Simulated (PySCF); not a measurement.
Reproducing measurements on CHBr3

**The experiment to reproduce.**

From NIST CCCBDB Release 22 (SRD 101), experimental dipoles, for the gas: dipole moment (dielectric constant against temperature) 0.99 D.

How close the calculation comes is told at the end.

CHBr₃.
SMILES with atom numbers: `[Br:1][CH:2]([Br:3])[Br:4]` (hydrogens: H5 on C2)

Cartesian coordinates in Å at the PBE0-D3(BJ)/def2-SVP level; atoms count from 1:
```xyz
5
CHBr3 angstrom
Br     0.1681    1.5694   -1.0436
C      0.0491    0.0245    0.0991
Br     1.1648   -1.4144   -0.5257
Br    -1.7738   -0.5401    0.3526
H      0.4300    0.3231    1.0796
```

Runs made with PySCF (gas phase, on this PBE0-D3(BJ)/def2-SVP geometry; no spin–orbit coupling):

```tsv
level	job	basis functions	wall time
PBE0-D3(BJ)/def2-SVP, grid level 1	geometry optimisation from a GFN2-xTB start shaken at random	115	46 s
```

Hardware: one thread, Arm Neoverse V1 (aarch64) (shared host).

Results beside the measurements:

**Dipole moment.** Measured: 0.99 D (NIST CCCBDB Release 22 (SRD 101), experimental dipoles).

| level | computed (D) | computed − measured (D) | % (from the printed values) |
| --- | --- | --- | --- |
| PBE0-D3(BJ)/def2-SVP | 0.92 | -0.07 | -7 |

The computed dipoles belong to one fixed geometry; measured ones are averaged over vibrations unless marked μe. Magnitudes are compared, not signs.

No measured geometry was used, and the causes of the misses weren't examined.
